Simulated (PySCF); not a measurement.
C4H3Cl2F, SMILES Cl/C=C\C(=C/Cl)F.

Geometry optimised at PBE0-D3(BJ)/def2-SVP. The structure was generated by enumeration; whether it is a known compound was not checked. Other conformers were not sampled.

All values below come from PBE/def2-TZVP (PySCF).

Gas-phase values at a fixed geometry.

```yaml
total_energy: -1173.89095 hartree
point_group: Cs
highest_occupied_level: -5.72 eV
lowest_empty_level: -2.49 eV
orbital_gap: 3.23 eV
dipole_moment: 1.04 D
quadrupole, principal values (traceless, Buckingham form, about the centre of nuclear charge): -4.46, -3.16, 7.62 D·Å
mean_static_polarisability: 82.8 bohr³ (12.27 Å³)
polarisability_principal_values: 43.7, 68.3, 136.4 bohr³
```
